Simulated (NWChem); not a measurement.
GaH3; SMILES [GaH3]

```xyz
4

Ga     0.0000     0.0000     0.0000
H      1.1176     1.1176     0.0000
H      0.4091    -1.5267     0.0000
H     -1.5267     0.4091     0.0000
```
Atoms are numbered in this order, from 1.

Results from NWChem. Pople sets run with spherical d functions. Coordinates come from a PBE-D3(BJ)/def2-SVP optimisation. GIAO values for the isolated, static molecule; σ is the absolute isotropic shielding.

```csv
level,basis functions,σ Ga1 (ppm),σ H2 (ppm),relative time
PBE/6-31G*,38,1340.5,24.62,1
PBE/6-311G**,62,1061.9,24.44,2
PBE/def2-SVP,47,1208.5,24.27,1
PBE/def2-TZVP,66,1092.0,24.48,2
PBE/pcSseg-2,105,1058.0,24.39,6
```

Relative times are rough (shared machine, one core).
